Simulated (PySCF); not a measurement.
**IO⁻: frontier orbitals**

B97-3 at R = 1.978 Å; basis I aug-cc-pVDZ-PP with ECP28, O aug-cc-pVDZ; scalar-relativistic core potentials; PySCF 2.14. State: ¹Σ⁺ (singlet), closed shell. Only the outer orbitals are listed, counted within each symmetry, core potentials removing the inner ones.

```tsv
orbital	occ.	ε (eV)	on I (%)	main shells (%)
5σ	2	-18.92	10	87 O s, 10 I s
6σ	2	-12.64	85	84 I s, 13 O s
7σ	2	-3.90	47	48 O p, 44 I p
3π	2	-3.14	65	65 I p, 35 O p
3π	2	-3.14	65	65 I p, 35 O p
4π	2	-0.42	39	62 O p, 36 I p
4π	2	-0.42	39	62 O p, 36 I p
8σ	0	3.78	95	89 I p, 26 O p
```

Q: Which are the highest filled and the lowest empty level, where do they sit, and how wide is the gap?

A: Highest filled 4π at -0.42 eV (in %: 62 O p, 36 I p); lowest empty 8σ at 3.78 eV (in %: 89 I p, 26 O p); the gap at B97-3 is 4.20 eV. An empty level above zero is unbound, and its energy depends on the basis.

```json
{"bond order (Mayer)": "0.84", "⟨S²⟩": "0.000", "charge on I (Mulliken, basis-dependent)": "0.03", "charge on I (Löwdin, basis-dependent)": "0.06", "dipole moment (positive dipole points towards O; it is taken about the centre of mass and depends on that origin)": "-4.25 D"}
```

Spin–orbit coupling is left out.
